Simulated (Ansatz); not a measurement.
Basis-set series for `BB(O)Br`. Total charge 0; spin multiplicity 1. The structure was optimised at the PBE0-D4/def2-TZVP level. It is one conformer, not always the lowest.

Z-matrix (Å, degrees):
```
B
B 1 1.660
H 1 1.196 2 121.0
H 1 1.196 2 121.0 3 -173.3
O 2 1.338 1 132.3 3 -93.3
Br 2 1.968 1 107.5 3 86.7
H 5 0.963 2 114.5 1 180.0
```

```csv
functional,basis,functions,energy (Eh),HOMO (eV),LUMO (eV)
PBE0-D4,def2-TZVPP,183,-2700.53761,-8.29,-1.97
PBE0-D4,def2-QZVPP,350,-2700.59753,-8.30,-1.99
ωB97M-V,def2-TZVPP,183,-2700.79162,-10.46,-0.02
ωB97M-V,def2-QZVPP,350,-2700.84915,-10.48,-0.08
```

(1) Give the rows for def2-SVP. (An estimate is asked.)

Answers

(1) Ansatz gave: 
```csv
functional,basis,functions,energy (Eh),HOMO (eV),LUMO (eV)
PBE0-D4,def2-SVP,89,-2700.08015,-8.17,-1.83
ωB97M-V,def2-SVP,89,-2700.33003,-10.31,0.24
```

Scalar relativity is left out up to krypton.
